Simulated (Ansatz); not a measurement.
Geometry optimisation of `CCC(CC(C)c1ccc(Cl)cc1)c1ccc(Cl)cc1` with charge -1.

```yaml
crystal:
  periodic: [false, false, false]
  atoms:
    - {symbol: C, position_ang: [4.085315, -0.383093, -0.530791]}
    - {symbol: C, position_ang: [2.687498, -0.950736, -0.741113]}
    - {symbol: C, position_ang: [1.605083, -0.276125, 0.121917]}
    - {symbol: C, position_ang: [0.254204, -0.989470, -0.059337]}
    - {symbol: C, position_ang: [-0.920664, -0.392774, 0.737561]}
    - {symbol: C, position_ang: [-0.674232, -0.416791, 2.249428]}
    - {symbol: C, position_ang: [-2.211018, -1.090183, 0.354973]}
    - {symbol: C, position_ang: [-3.172576, -0.434126, -0.429444]}
    - {symbol: C, position_ang: [-4.356816, -1.066509, -0.816506]}
    - {symbol: C, position_ang: [-4.585746, -2.384266, -0.412812]}
    - {symbol: Cl, position_ang: [-6.058449, -3.188218, -0.887029]}
    - {symbol: C, position_ang: [-3.647143, -3.066998, 0.367787]}
    - {symbol: C, position_ang: [-2.471257, -2.415652, 0.743587]}
    - {symbol: C, position_ang: [1.502850, 1.208635, -0.164908]}
    - {symbol: C, position_ang: [1.852857, 2.162186, 0.802183]}
    - {symbol: C, position_ang: [1.762049, 3.533340, 0.546608]}
    - {symbol: C, position_ang: [1.313106, 3.961948, -0.704076]}
    - {symbol: Cl, position_ang: [1.190723, 5.667758, -1.039424]}
    - {symbol: C, position_ang: [0.960285, 3.037123, -1.692380]}
    - {symbol: C, position_ang: [1.058282, 1.673241, -1.414976]}
    - {symbol: H, position_ang: [4.395929, -0.470812, 0.524114]}
    - {symbol: H, position_ang: [4.131318, 0.684010, -0.801301]}
    - {symbol: H, position_ang: [4.829108, -0.917042, -1.142239]}
    - {symbol: H, position_ang: [2.401267, -0.863746, -1.805924]}
    - {symbol: H, position_ang: [2.682472, -2.032614, -0.515382]}
    - {symbol: H, position_ang: [1.917032, -0.384177, 1.177403]}
    - {symbol: H, position_ang: [0.377645, -2.052882, 0.218688]}
    - {symbol: H, position_ang: [-0.012438, -0.991003, -1.132012]}
    - {symbol: H, position_ang: [-1.025518, 0.663665, 0.431131]}
    - {symbol: H, position_ang: [-0.448228, -1.435387, 2.608092]}
    - {symbol: H, position_ang: [0.175070, 0.228590, 2.523108]}
    - {symbol: H, position_ang: [-1.558439, -0.054795, 2.796528]}
    - {symbol: H, position_ang: [-2.992412, 0.599797, -0.745100]}
    - {symbol: H, position_ang: [-5.100298, -0.545907, -1.425904]}
    - {symbol: H, position_ang: [-3.841607, -4.098240, 0.674006]}
    - {symbol: H, position_ang: [-1.742759, -2.959311, 1.355100]}
    - {symbol: H, position_ang: [2.208564, 1.826204, 1.782301]}
    - {symbol: H, position_ang: [2.036982, 4.267531, 1.307608]}
    - {symbol: H, position_ang: [0.612373, 3.389758, -2.666283]}
    - {symbol: H, position_ang: [0.779618, 0.957042, -2.195160]}
basis:
  gaussian: {orbitals: def2-SVP}
total_charge: -1
magnetization: {spin_polarized: true, initial_magnetization: 1}
hamiltonian: {xc: r2scan, dispersion: d4}
scf: {lower_state_search: "off"}
output: {orbitals: {seedname: orbitals}}
relax: {f_tol: 0.03, max_steps: 70}
```

```sh
$ ansatz run in.yaml --threads 2 --pin off --events-out ev --progress --plain --max-ram 31744MiB --backend cuda --devices 0, --max-vram 18GiB
```

Shortened log:

```
Functional definition: r2SCAN
mean field -44003.47960395 eV, -1617.0980488155 hartree, gradient 3.7e-6 eV, S^2 0.757273; 0 other end points of the search recorded, 0 dependent functions left out
relax step   1: F+E_penalty+E_count = -44003.94140577 eV  Δ(F+E_penalty+E_count) = +0.000e0 eV  max|allowed force component| = 1.273e0 eV/Å  Δτ_max = 0.0000 Å  (65 SCF iters, accepted)
mean field -44003.56838045 eV, -1617.1013112918 hartree, gradient 3.4e-6 eV, S^2 0.757591; 0 other end points of the search recorded, 0 dependent functions left out
relax step   2: F+E_penalty+E_count = -44004.02938820 eV  Δ(F+E_penalty+E_count) = -8.798e-2 eV  max|allowed force component| = 5.333e-1 eV/Å  Δτ_max = 0.0270 Å  (39 SCF iters, accepted)
mean field -44003.58772679 eV, -1617.1020222565 hartree, gradient 2.5e-6 eV, S^2 0.757774; 0 other end points of the search recorded, 0 dependent functions left out
relax step   3: F+E_penalty+E_count = -44004.04845566 eV  Δ(F+E_penalty+E_count) = -1.907e-2 eV  max|allowed force component| = 1.744e-1 eV/Å  Δτ_max = 0.0329 Å  (39 SCF iters, accepted)
mean field -44003.58907802 eV, -1617.1020719134 hartree, gradient 2.7e-6 eV, S^2 0.757775; 0 other end points of the search recorded, 0 dependent functions left out
relax step   4: F+E_penalty+E_count = -44004.04993042 eV  Δ(F+E_penalty+E_count) = -1.475e-3 eV  max|allowed force component| = 6.171e-2 eV/Å  Δτ_max = 0.0194 Å  (38 SCF iters, accepted)
mean field -44003.58962128 eV, -1617.1020918777 hartree, gradient 2.7e-6 eV, S^2 0.757772; 0 other end points of the search recorded, 0 dependent functions left out
relax step   5: F+E_penalty+E_count = -44004.05049420 eV  Δ(F+E_penalty+E_count) = -5.638e-4 eV  max|allowed force component| = 2.983e-2 eV/Å  Δτ_max = 0.0142 Å  (37 SCF iters, accepted)
Total energy: -44004.05051444 eV, -1617.1190293889 hartree
Atom 0 at     4.072631    -0.367395    -0.549737 Å, force     0.000596     0.000543     0.000417 eV/Å
Atom 1 at     2.677079    -0.950635    -0.730274 Å, force     0.002209     0.004173    -0.001563 eV/Å
Atom 2 at     1.604216    -0.269735     0.141964 Å, force     0.000223    -0.007002     0.003963 eV/Å
Atom 3 at     0.261012    -1.006932    -0.017535 Å, force    -0.003843     0.004320    -0.006805 eV/Å
Atom 4 at    -0.920202    -0.405282     0.762446 Å, force     0.001151    -0.002780     0.004831 eV/Å
Atom 5 at    -0.679228    -0.423466     2.275525 Å, force    -0.008602     0.001356     0.002832 eV/Å
Atom 6 at    -2.213699    -1.096973     0.370134 Å, force     0.013797     0.002702    -0.004747 eV/Å
Atom 7 at    -3.156485    -0.415425    -0.412542 Å, force    -0.007838    -0.006438     0.000953 eV/Å
Atom 8 at    -4.357183    -1.056370    -0.835214 Å, force     0.002986     0.008301     0.004500 eV/Å
Atom 9 at    -4.567307    -2.377420    -0.443868 Å, force    -0.012596    -0.016309    -0.015880 eV/Å
Atom 10 at    -6.054545    -3.189292    -0.958151 Å, force     0.018411     0.012363     0.008110 eV/Å
Atom 11 at    -3.656238    -3.088779     0.336425 Å, force     0.001971     0.002451     0.003190 eV/Å
Atom 12 at    -2.462042    -2.428624     0.742882 Å, force    -0.012086    -0.002701    -0.000134 eV/Å
Atom 13 at     1.494668     1.210986    -0.157110 Å, force    -0.016103     0.002451    -0.025996 eV/Å
Atom 14 at     1.865500     2.157636     0.793722 Å, force     0.009717    -0.005867     0.016005 eV/Å
Atom 15 at     1.798169     3.553646     0.541761 Å, force    -0.008481     0.009420    -0.027599 eV/Å
Atom 16 at     1.327907     3.953981    -0.728579 Å, force     0.010706     0.011230     0.023237 eV/Å
Atom 17 at     1.234504     5.685645    -1.080688 Å, force     0.000228    -0.020429     0.002095 eV/Å
Atom 18 at     0.943470     3.045560    -1.700419 Å, force    -0.011593     0.006640    -0.021697 eV/Å
Atom 19 at     1.021417     1.654087    -1.426923 Å, force     0.011009    -0.004223     0.029829 eV/Å
Atom 20 at     4.402347    -0.444833     0.501027 Å, force     0.000467     0.001220    -0.001254 eV/Å
Atom 21 at     4.086307     0.700854    -0.818010 Å, force     0.000345     0.000061    -0.000014 eV/Å
Atom 22 at     4.815576    -0.890616    -1.174807 Å, force     0.000075    -0.000103    -0.000368 eV/Å
Atom 23 at     2.373693    -0.864944    -1.790160 Å, force    -0.001096    -0.000940    -0.000006 eV/Å
Atom 24 at     2.685476    -2.033217    -0.500290 Å, force    -0.000807     0.001291     0.001695 eV/Å
Atom 25 at     1.932841    -0.369108     1.195009 Å, force    -0.000606     0.001720    -0.000397 eV/Å
Atom 26 at     0.392205    -2.064931     0.280588 Å, force     0.002017     0.001842     0.001161 eV/Å
Atom 27 at    -0.012694    -1.025584    -1.087856 Å, force     0.002440    -0.003509    -0.000853 eV/Å
Atom 28 at    -1.006345     0.650665     0.450150 Å, force    -0.000846    -0.000537     0.000984 eV/Å
Atom 29 at    -0.467517    -1.443599     2.640447 Å, force    -0.001439    -0.000173    -0.001023 eV/Å
Atom 30 at     0.174429     0.218069     2.545684 Å, force     0.000548    -0.000288     0.000650 eV/Å
Atom 31 at    -1.565685    -0.052262     2.814387 Å, force     0.001634     0.000834     0.003308 eV/Å
Atom 32 at    -2.959545     0.619518    -0.710427 Å, force     0.000721     0.002236     0.001028 eV/Å
Atom 33 at    -5.099187    -0.536293    -1.444477 Å, force     0.001205    -0.000169    -0.000155 eV/Å
Atom 34 at    -3.862857    -4.123247     0.618954 Å, force     0.000376     0.000724    -0.001618 eV/Å
Atom 35 at    -1.735434    -2.973066     1.354419 Å, force     0.001747    -0.000421     0.000379 eV/Å
Atom 36 at     2.228479     1.811315     1.769727 Å, force     0.000965    -0.000597    -0.002642 eV/Å
Atom 37 at     2.091555     4.292543     1.288684 Å, force     0.000697     0.000004    -0.000316 eV/Å
Atom 38 at     0.582014     3.408088    -2.666691 Å, force     0.001146    -0.000985     0.004160 eV/Å
Atom 39 at     0.710723     0.935406    -2.190158 Å, force    -0.001452    -0.002414    -0.000261 eV/Å
Dipole moment:     0.547287    -0.368866     0.196187 e Å
Checks for a lower state left out: stability, starts, cluster_reference, orbital_swaps, neighbouring_geometries, increment
```

It took 34 s on 2 threads of AMD EPYC 7R13 on a shared host and a share (18 GiB) of an NVIDIA H100 80GB HBM3, peak host memory 1.1 GiB.

The highest occupied level of the relaxed charge -1 doublet lies above zero (up to 1.97 eV). By energy differences it is unbound by 0.43 eV (each at its own geometry, against the charge 0 singlet, at PBE0-D4/def2-TZVP) and held by the finite basis. The gap within one spin of the relaxed charge -1 doublet nearly closes, so an electron or hole may be smeared out by delocalisation error.
